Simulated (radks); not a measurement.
Task: Species: Ta30+. Configuration: [Kr] 4d7. All-electron calculation, Dirac Kohn-Sham, LB94 model potential, spin-unpolarised, spherical densities, finite nucleus; open shells fill j = l - 1/2 first; Fermi nuclear charge, rms radius 5.3507 fm. Program: a radial shooting solver on a logarithmic mesh with Libxc functionals. Some entries of the table are withheld. Estimate them.

| orbital | occ. | eigenvalue (hartree) | <r> (bohr) |
|---|---|---|---|
| 1s1/2 | 2 | -2521.222 | 0.01864 |
| 2s1/2 | 2 | -467.8431 | 0.07823 |
| 2p1/2 | 2 | -449.3372 | (1) |
| 2p3/2 | 4 | -402.3070 | (2) |
| 3s1/2 | 2 | -139.1376 | 0.2030 |
| 3p1/2 | 2 | (3) | 0.1929 |
| 3p3/2 | 4 | (4) | 0.2069 |
| 3d3/2 | 4 | (5) | (6) |
| 3d5/2 | 6 | (7) | (8) |
| 4s1/2 | 2 | -57.16951 | (9) |
| 4p1/2 | 2 | -53.68884 | 0.4269 |
| 4p3/2 | 4 | -50.79960 | 0.4510 |
| 4d3/2 | 4 | -45.06191 | (10) |
| 4d5/2 | 3 | -44.45809 | (11) |
| 5s1/2 | 0 | -31.15315 | 0.7624 |
| 5p1/2 | 0 | -29.57920 | 0.7734 |
| 5p3/2 | 0 | -28.42802 | 0.8047 |

Result: 
(1) 2p1/2 <r> (bohr): 0.06473
(2) 2p3/2 <r> (bohr): 0.07258
(3) 3p1/2 eigenvalue (hartree): -130.8708
(4) 3p3/2 eigenvalue (hartree): -120.6481
(5) 3d3/2 eigenvalue (hartree): -106.6487
(6) 3d3/2 <r> (bohr): 0.1812
(7) 3d5/2 eigenvalue (hartree): -104.4165
(8) 3d5/2 <r> (bohr): 0.1855
(9) 4s1/2 <r> (bohr): 0.4278
(10) 4d3/2 <r> (bohr): 0.4451
(11) 4d5/2 <r> (bohr): 0.4521
